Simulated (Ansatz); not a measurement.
Frontier orbitals of `PB1C[SiH]1[ZnH]`.

```json
{"atom": "P1", "x (Å)": "2.639", "y (Å)": "-0.140", "z (Å)": "-0.143"}
{"atom": "B2", "x (Å)": "0.811", "y (Å)": "-0.012", "z (Å)": "0.105"}
{"atom": "C3", "x (Å)": "-0.218", "y (Å)": "-0.424", "z (Å)": "1.157"}
{"atom": "Si4", "x (Å)": "-0.902", "y (Å)": "-0.575", "z (Å)": "-0.658"}
{"atom": "Zn5", "x (Å)": "-2.766", "y (Å)": "0.783", "z (Å)": "-1.077"}
{"atom": "H6", "x (Å)": "3.176", "y (Å)": "0.608", "z (Å)": "0.933"}
{"atom": "H7", "x (Å)": "2.871", "y (Å)": "0.787", "z (Å)": "-1.182"}
{"atom": "H8", "x (Å)": "-0.020", "y (Å)": "-1.204", "z (Å)": "1.890"}
{"atom": "H9", "x (Å)": "-0.813", "y (Å)": "0.381", "z (Å)": "1.590"}
{"atom": "H10", "x (Å)": "-0.802", "y (Å)": "-1.924", "z (Å)": "-1.284"}
{"atom": "H11", "x (Å)": "-3.977", "y (Å)": "1.720", "z (Å)": "-1.332"}
```

Charge 0, multiplicity 1. For Zn the d shell is correlated and the shells below it are frozen. Scalar relativity is left out up to krypton. The structure was optimised at the PBE0-D4/def2-TZVP level. It is one conformer, not always the lowest. Basis def2-TZVPP, Ansatz 0.2.0.

| functional | HOMO (eV) | LUMO (eV) |
| --- | --- | --- |
| ωB97M-V | -8.25 | 0.04 |

(1) Give HOMO and LUMO (eV) with LDA (SPW92), PBE, revPBE, BLYP, r2SCAN, B97M-V, PBE0, B3LYP, r2SCANh, r2SCAN0, HSE06 (plane-wave form), BHLYP, CAM-B3LYP, LC-ωPBE, ωB97X-V, HF. (Estimate.)

## Answers

(1) Computed: 
```json
{"functional": "LDA (SPW92)", "HOMO": "-5.48", "LUMO": "-2.82"}
{"functional": "PBE", "HOMO": "-5.35", "LUMO": "-2.64"}
{"functional": "revPBE", "HOMO": "-5.30", "LUMO": "-2.56"}
{"functional": "BLYP", "HOMO": "-5.19", "LUMO": "-2.45"}
{"functional": "r2SCAN", "HOMO": "-5.53", "LUMO": "-2.43"}
{"functional": "B97M-V", "HOMO": "-5.57", "LUMO": "-2.41"}
{"functional": "PBE0", "HOMO": "-6.30", "LUMO": "-1.78"}
{"functional": "B3LYP", "HOMO": "-6.10", "LUMO": "-1.93"}
{"functional": "r2SCANh", "HOMO": "-5.88", "LUMO": "-2.13"}
{"functional": "r2SCAN0", "HOMO": "-6.41", "LUMO": "-1.67"}
{"functional": "HSE06 (plane-wave form)", "HOMO": "-5.91", "LUMO": "-2.15"}
{"functional": "BHLYP", "HOMO": "-7.12", "LUMO": "-0.81"}
{"functional": "CAM-B3LYP", "HOMO": "-7.48", "LUMO": "-0.69"}
{"functional": "LC-ωPBE", "HOMO": "-8.74", "LUMO": "0.33"}
{"functional": "ωB97X-V", "HOMO": "-8.43", "LUMO": "0.25"}
{"functional": "HF", "HOMO": "-8.40", "LUMO": "1.09"}
```

B3LYP here is the variant with VWN-RPA as its local correlation; programs differ in this. LC-ωPBE has ω = 0.4 bohr⁻¹. Positive LUMOs are unbound and depend on the basis.
